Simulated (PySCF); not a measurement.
**Vibration and rotation of ZnSi**

ROHF-CCSD(T) constants of ZnSi, ³Σ⁻ (triplet), unpaired electrons π ↑↑ (Zn 6-31G(d,p), Si 6-31G(d,p); no relativity (PySCF 2.14); masses 63.9291 and 27.9769 u):

```
ωe              : 268.9 cm⁻¹
ωexe            : 2.74 cm⁻¹
Be              : 0.15396 cm⁻¹
αe              : 0.00157 cm⁻¹
D (centrifugal) : 2.02e-07 cm⁻¹
De to Zn + Si   : 0.76 eV
```

Task: Give the vibrational terms G(v) and spacings up to v = 6.

Result: G(v) = ωe(v+½) − ωexe(v+½)².

```
v  G(v) (cm⁻¹)  G(v) − G(v−1)  Bv (cm⁻¹)
0          134                    0.1532
1          397            263     0.1516
2          655            258     0.1500
3          908            252     0.1485
4         1155            247     0.1469
5         1396            241     0.1453
6         1632            236     0.1438
```

Task: How well does the Morse estimate ωe²/(4ωexe) reproduce De, and what is D0?

Result: It gives 0.82 eV, 108 % of the computed De. D0 = De − G(0) = 0.76 − 0.02 = 0.74 eV.

Correlated steps freeze 10 core orbitals. Correlated levels converge slowly with the basis: in double zeta they bind strong bonds too weakly, by up to about 1 eV, and carry superposition errors of some tenths. The state is the lowest determinant that a PBE0 search found; another state may lie lower at other levels.
